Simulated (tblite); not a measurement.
Distances in Å between the heavy atoms of a computed structure (GFN2-xTB; lower triangle, same order across):
```
O1    0.00
Si2   1.62  0.00
O3    2.60  1.63  0.00
N4    2.69  1.73  2.81  0.00
Si5   3.05  2.96  4.27  1.74  0.00
Si6   4.25  2.99  3.34  1.73  3.07  0.00
```

Hydrogens: 1 on O1, 1 on Si2, 1 on O3, 3 on Si5, 3 on Si6.

Charge 0, singlet.

(1) Which heavy atoms are bonded, and with what formal order?

(2) Which species is it?

(3) Describe the place of each heavy atom.

## Answers

(1) O1–Si2 (single); Si2–O3 (single); Si2–N4 (single); N4–Si5 (single); N4–Si6 (single).

(2) `O[SiH](O)N([SiH3])[SiH3]`, H9NO2Si3.

(3) O1/O3: silanol oxygen; Si2: oxygen-bound silicon; N4: nitrogen bridging silicon atoms; Si5/Si6: SiH3 silicon.

Conformer computed: `[OH:1][SiH:2]([OH:3])[N:4]([SiH3:5])[SiH3:6]`: O1–Si2–N4–Si5 -23°, H–O1–Si2–O3 -29°, H–O3–Si2–O1 -169°.
